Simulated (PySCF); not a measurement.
Ta(S)(F)(OH)2 (FH₂O₂STa), SMILES [OH][Ta]([OH])([F])=[S], multiplicity 1.

The structure is a stationary point at B3LYP-D3(BJ)/def2-SVP. The multiplicity is an assumed one; no other spin state was optimised. The structure was generated by enumeration; whether it is a known compound was not checked. The def2 effective core potentials stand for the cores of Ta; spin–orbit coupling is left out. Other conformers were not sampled.

Calculation: PBE/def2-TZVP run with PySCF.

Isolated molecule, no solvent.

```json
{
 "total_energy": "-706.71583 hartree",
 "point_group": "Cs",
 "highest_occupied_level": "-6.50 eV",
 "lowest_empty_level": "-2.29 eV",
 "orbital_gap": "4.21 eV",
 "dipole_moment": "2.59 D",
 "quadrupole, principal values (traceless, Buckingham form, about the centre of nuclear charge)": "-11.30, -1.86, 13.16 D·Å",
 "mean_static_polarisability": "66.0 bohr³ (9.79 Å³)",
 "polarisability_principal_values": "55.0, 61.9, 81.2 bohr³"
}
```
